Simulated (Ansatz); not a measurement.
A nudged elastic band was laid between two geometries of GaH3O2 + H2 (8 atoms, charge 0, multiplicity 1).

All numbers below come from RKS B3LYP-D4/def2-SVP in Ansatz 0.2.0.

| Property | Result |
| --- | --- |
| movable images | 7 |
| climbing image | yes |
| spring | 50.0 eV/Å² |
| optimiser | quadratic models (default) |
| start path | through a guess of the saddle point |
| force threshold | 0.03 eV/Å |
| iteration limit | 60 |
| end points | relaxed |

Initial state:

```xyz
8
Properties=species:S:1:pos:R:3
Ga -0.225 -0.582 -0.223
O 0.099 -0.236 1.511
H -0.685 -0.103 2.058
O 1.263 -0.878 -1.158
H 2.070 -0.842 -0.626
H -1.616 -0.631 -0.907
H 0.153 2.971 1.688
H 0.221 2.211 1.672
```

Final state:

```xyz
8
Properties=species:S:1:pos:R:3
Ga -0.349 0.636 -0.179
O -0.191 -0.142 1.837
H -0.106 0.545 2.515
O 1.406 0.023 -0.136
H 1.621 -0.688 -0.752
H -1.376 -0.284 -0.928
H -0.458 2.173 0.118
H 0.732 -0.353 1.540
```

Problem. Which bonds break or form, and what moves?

Solution. Bonds broken: H7–H8. Bonds formed: Ga1–H7, O2–H8. GaH3O2 + H2 becomes GaH5O2.

Problem. What energy profile does the band end with?

Solution. The forces met the threshold. The highest image is number 4 of 0 to 8, 1.03 eV above the first end and 1.33 eV above the last; the last end lies 0.30 eV below the first. The profile has 2 maxima (images 2, 4) with wells between them (image 3): this band takes more than one step, which may be the mechanism or a detour left from its start path. Another band between the same ends (7 images) ends at a top of the same energy, where a vibrational analysis finds 1 clearly imaginary mode. The orbitals stay closed-shell, which can raise the energy where a bond breaks towards radicals; this wasn't checked here.

```json
{"image": "0", "path coordinate (Å)": "0.00", "energy (eV)": "0.00", "H7–H8 (Å)": "0.76", "Ga1–H7 (Å)": "4.05", "O2–H8 (Å)": "2.46"}
{"image": "1", "path coordinate (Å)": "1.02", "energy (eV)": "0.01", "H7–H8 (Å)": "0.76", "Ga1–H7 (Å)": "3.37", "O2–H8 (Å)": "2.54"}
{"image": "2", "path coordinate (Å)": "2.03", "energy (eV)": "0.19", "H7–H8 (Å)": "0.76", "Ga1–H7 (Å)": "2.65", "O2–H8 (Å)": "2.56"}
{"image": "3", "path coordinate (Å)": "3.05", "energy (eV)": "0.13", "H7–H8 (Å)": "0.76", "Ga1–H7 (Å)": "2.70", "O2–H8 (Å)": "2.31"}
{"image": "4", "path coordinate (Å)": "4.06", "energy (eV)": "1.03", "H7–H8 (Å)": "1.01", "Ga1–H7 (Å)": "1.86", "O2–H8 (Å)": "1.29"}
{"image": "5", "path coordinate (Å)": "5.01", "energy (eV)": "0.03", "H7–H8 (Å)": "2.06", "Ga1–H7 (Å)": "1.59", "O2–H8 (Å)": "0.97"}
{"image": "6", "path coordinate (Å)": "5.95", "energy (eV)": "-0.12", "H7–H8 (Å)": "2.86", "Ga1–H7 (Å)": "1.57", "O2–H8 (Å)": "0.97"}
{"image": "7", "path coordinate (Å)": "6.89", "energy (eV)": "-0.18", "H7–H8 (Å)": "3.09", "Ga1–H7 (Å)": "1.57", "O2–H8 (Å)": "0.97"}
{"image": "8", "path coordinate (Å)": "7.83", "energy (eV)": "-0.30", "H7–H8 (Å)": "3.13", "Ga1–H7 (Å)": "1.57", "O2–H8 (Å)": "0.99"}
```

Problem. What is the geometry of the highest image?

Solution. 
```xyz
8
Properties=species:S:1:pos:R:3:forces:R:3
Ga -0.003 0.071 0.042 0.00 0.00 0.00
O 0.010 0.172 1.996 -0.01 0.00 0.00
H -0.805 -0.048 2.472 0.00 0.00 0.00
O 1.633 -0.455 -0.457 0.00 0.00 0.00
H 1.696 -0.761 -1.370 0.00 0.00 0.00
H -1.355 -0.258 -0.662 0.00 0.00 0.00
H 0.086 1.855 0.562 0.00 0.00 0.00
H 0.018 1.336 1.431 0.00 0.00 0.00
```

The run took 120 s on 2 threads of Intel(R) Xeon(R) 6975P-C (Granite Rapids) (shared host), peak memory 0.19 GiB.
